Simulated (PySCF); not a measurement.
## Core-level binding energies of `C#CC#C[C@H](C)C(C)=O`

Species: C₈H₈O.
Atom-mapped SMILES: `[CH:1]#[C:2][C:3]#[C:4][C@H:5]([CH3:6])[C:7]([CH3:8])=[O:9]`

Geometry (PBE0-D3(BJ)/def2-SVP, Å), atoms numbered from 1 in this order:
```xyz
17
C8H8O angstrom
C      4.2757   -0.6419    0.4934
C      3.1035   -0.3762    0.3024
C      1.7824   -0.0771    0.0907
C      0.6066    0.1813   -0.1011
C     -0.7966    0.5169   -0.2896
C     -1.0762    2.0094   -0.1305
C     -1.7241   -0.3328    0.6083
C     -1.3769   -1.7859    0.7718
O     -2.6919    0.1682    1.1179
H      5.3106   -0.8753    0.6622
H     -1.0712    0.2078   -1.3192
H     -0.4958    2.5915   -0.8587
H     -2.1471    2.2011   -0.2760
H     -0.8078    2.3433    0.8814
H     -1.1050   -2.2430   -0.1915
H     -2.2224   -2.3148    1.2281
H     -0.4927   -1.8751    1.4225
```

Method used: PySCF 2.14.0, delta-SCF UKS SCAN, pcX-2 on the ionised atom, pcseg-1 elsewhere, spin-free X2C. Binding energies are ΔSCF values: E(core-ionised, relaxed orbitals) − E(ground state) at a fixed geometry, referred to the vacuum level.

Question: List the computed XPS lines with their assignment.

Answer: 
```csv
atom(s),bonded to,level,binding energy (eV),above the level's lowest (eV),count
C1,C (triple bond) and H,C 1s,290.22,0.00,1
C2,C (triple bond) and C,C 1s,291.23,+1.01,1
C3,C (triple bond) and C,C 1s,290.86,+0.64,1
C4,C (triple bond) and C,C 1s,290.54,+0.32,1
C5,3 C and H,C 1s,291.77,+1.55,1
C6,C and 3 H,C 1s,290.76,+0.54,1
C7,O (double bond) and 2 C,C 1s,293.37,+3.15,1
C8,C and 3 H,C 1s,291.12,+0.90,1
O9,C (double bond),O 1s,537.80,0.00,1
```

The listed C 1s values span 3.15 eV, from C1 (bonded to C (triple bond) and H) to C7 (bonded to O (double bond) and 2 C). The widest gap between neighbouring values is 1.60 eV, between 291.77 and 293.37 eV.

Question: Which effective nuclear charge Zeff reproduces each element's mean 1s value in the hydrogen-like formula E = 13.606 eV × Zeff²?

Answer: C (Z = 6): mean 291.2 eV, Zeff = 4.63, Z − Zeff = 1.37; O (Z = 8): mean 537.8 eV, Zeff = 6.29, Z − Zeff = 1.71. Means run over the listed sites, weighted by atom count.

The unrestricted hole states depart most from a pure doublet (⟨S²⟩ = 0.75; over 0.85 named) for C 1s of C1 (0.88), C 1s of C2 (0.97), C 1s of C3 (0.91), C 1s of C4 (0.96) and C 1s of C7 (0.98), which makes these values less certain. Geometry: PBE0-D3(BJ)/def2-SVP, one conformer, isolated molecule.

On an x86-64 server with one thread, on a shared host, this took 1.9 min wall.
